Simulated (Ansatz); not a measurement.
Ideal-gas functions of `[F][Al@H-]1[Br+][Al@H-]([F])[Br+]1` at 400 K and 1 bar, from an Ansatz frequency run at PBE0-D4/def2-TZVP.

Molar mass 253.78 g/mol, point group C2h (symmetry number 2), electronic degeneracy 1, moments of inertia 462.607, 547.392, 930.09 u Å². Harmonic wavenumbers (cm⁻¹, unscaled): 19, 119, 123, 134, 175, 177, 226, 299, 316, 323, 519, 598, 604, 614, 838, 842, 2016, 2017.

Use S(trans) = R[1.5 ln M + 2.5 ln T − 1.1517]; rotational temperatures θ = 24.2544 K / I; S(rot) = R[ln(√π/σ · √(T³/θAθBθC)) + 1.5]; for each mode x = 1.438777 ν̃/T, S = R[x/(eˣ − 1) − ln(1 − e⁻ˣ)] and H = RT x/(eˣ − 1); 1 cm⁻¹ = 0.0119627 kJ/mol; R = 8.31446 J/(mol·K).

Q: By hand: the entropy, in J/(mol·K).

A: Translation 184.0. Rotation: θ = 0.0524, 0.0443, 0.0261 K, giving 126.6. Vibration, mode by mode: 30.63, 15.43, 15.16, 14.46, 12.30, 12.21, 10.26, 8.10, 7.68, 7.52, 4.24, 3.38, 3.33, 3.23, 1.71, 1.69, 0.05, 0.05, in all 151.4. Electronic 0.0. Sum 462.0 J/(mol·K).

Q: By hand: H − E and G − E in kJ/mol, counted from the electronic energy.

A: Zero-point energy ½ × 9959 × 0.0119627 = 59.6; thermal vibration 28.4; translation, rotation and pV give 4 RT = 13.3. H − E = 101.3 kJ/mol, and G − E = 101.3 − 400 × 462.0/1000 = -83.5 kJ/mol.

Vibration gives 33 % of the entropy, 75.7 J/(mol·K) of it from the modes under 150 cm⁻¹: soft modes count most, and the harmonic formula is weakest for them.
